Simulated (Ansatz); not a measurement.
Start from `FC[BH][GeH2][AlH2]` and change one atom or group to get `NBCF`.

Ansatz, PBE0-D4/def2-TZVP geometries, multiplicity 1. Each molecule was computed in one conformer, which needn't be the lowest.

Scalar relativity is left out up to krypton.

```
                                          property  `FC[BH][GeH2][AlH2]`
                LUMO energy (PBE0/def2-TZVPP) / eV                 -2.51
              HOMO–LUMO gap (PBE0/def2-TZVPP) / eV                  4.94
               HOMO–LUMO gap (PBE/def2-TZVPP) / eV                  3.13
size of the dipole moment (ωB97M-V/def2-TZVPP) / D                  1.63
  size of the dipole moment (B3LYP/def2-TZVPP) / D                  1.67
    size of the dipole moment (PBE/def2-TZVPP) / D                  1.60
```

(1) Give the same properties after the change, and the shifts. (Best estimate.)

Results:

(1) Computed: 
```json
{"property": "LUMO energy (PBE0/def2-TZVPP) / eV", "`NBCF`": "0.48", "shift": "2.99"}
{"property": "HOMO–LUMO gap (PBE0/def2-TZVPP) / eV", "`NBCF`": "9.07", "shift": "4.13"}
{"property": "HOMO–LUMO gap (PBE/def2-TZVPP) / eV", "`NBCF`": "6.48", "shift": "3.35"}
{"property": "size of the dipole moment (ωB97M-V/def2-TZVPP) / D", "`NBCF`": "1.48", "shift": "-0.15"}
{"property": "size of the dipole moment (B3LYP/def2-TZVPP) / D", "`NBCF`": "1.49", "shift": "-0.18"}
{"property": "size of the dipole moment (PBE/def2-TZVPP) / D", "`NBCF`": "1.44", "shift": "-0.16"}
```

With PBE0 the HOMO falls by 1.14 eV and the LUMO rises by 2.99 eV, so the gap widens by about 4.13 eV. PBE moves the HOMO by -0.57 eV and ωB97M-V by -1.59 eV. Dipoles are sizes alone; their direction can turn.

B3LYP here is the variant with VWN-RPA as its local correlation; programs differ in this.
